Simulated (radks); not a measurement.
The nuclear charge of neutral molybdenum is varied continuously with 42 electrons held in [Kr] 4d5 5s1. Calculated with a radial shooting solver on a logarithmic mesh with Libxc functionals: Dirac Kohn-Sham, LDA (Slater exchange, Perdew-Wang correlation), spin-unpolarised, spherical densities, point nucleus; open shells are shared between the two j in proportion to 2j + 1. By the Hellmann-Feynman theorem dE/dZ = E(electron-nucleus)/Z, the electronic potential at the nucleus.

Z = 41.8: E (hartree) -3998.59494; E(electron-nucleus)/Z (hartree) -231.262; HOMO 4d5/2; e(HOMO) (eV) -2.243; <r> HOMO (bohr) 2.117
Z = 41.9: E (hartree) -4021.75958; E(electron-nucleus)/Z (hartree) -232.030; HOMO 4d5/2; e(HOMO) (eV) -3.025; <r> HOMO (bohr) 2.064
Z = 42: E (hartree) -4045.00099; E(electron-nucleus)/Z (hartree) -232.798; HOMO 4d5/2; e(HOMO) (eV) -3.852; <r> HOMO (bohr) 2.016
Z = 42.1: E (hartree) -4068.31910; E(electron-nucleus)/Z (hartree) -233.564; HOMO 4d5/2; e(HOMO) (eV) -4.722; <r> HOMO (bohr) 1.972
Z = 42.2: E (hartree) -4091.71385; E(electron-nucleus)/Z (hartree) -234.331; HOMO 5s1/2; e(HOMO) (eV) -5.623; <r> HOMO (bohr) 3.418
Z = 42.3: E (hartree) -4115.18519; E(electron-nucleus)/Z (hartree) -235.096; HOMO 5s1/2; e(HOMO) (eV) -6.309; <r> HOMO (bohr) 3.358
Z = 42.4: E (hartree) -4138.73309; E(electron-nucleus)/Z (hartree) -235.862; HOMO 5s1/2; e(HOMO) (eV) -7.018; <r> HOMO (bohr) 3.301
Z = 42.5: E (hartree) -4162.35750; E(electron-nucleus)/Z (hartree) -236.627; HOMO 5s1/2; e(HOMO) (eV) -7.750; <r> HOMO (bohr) 3.246
Z = 42.6: E (hartree) -4186.05840; E(electron-nucleus)/Z (hartree) -237.391; HOMO 5s1/2; e(HOMO) (eV) -8.503; <r> HOMO (bohr) 3.194
Z = 42.7: E (hartree) -4209.83576; E(electron-nucleus)/Z (hartree) -238.156; HOMO 5s1/2; e(HOMO) (eV) -9.277; <r> HOMO (bohr) 3.144
Z = 42.8: E (hartree) -4233.68955; E(electron-nucleus)/Z (hartree) -238.920; HOMO 5s1/2; e(HOMO) (eV) -10.070; <r> HOMO (bohr) 3.096
Z = 42.9: E (hartree) -4257.61977; E(electron-nucleus)/Z (hartree) -239.684; HOMO 5s1/2; e(HOMO) (eV) -10.884; <r> HOMO (bohr) 3.050
Z = 43: E (hartree) -4281.62638; E(electron-nucleus)/Z (hartree) -240.448; HOMO 5s1/2; e(HOMO) (eV) -11.717; <r> HOMO (bohr) 3.006

The central difference of E at Z = 42 is -232.798 hartree, to compare with the third column; the second derivative is -7.67 hartree.
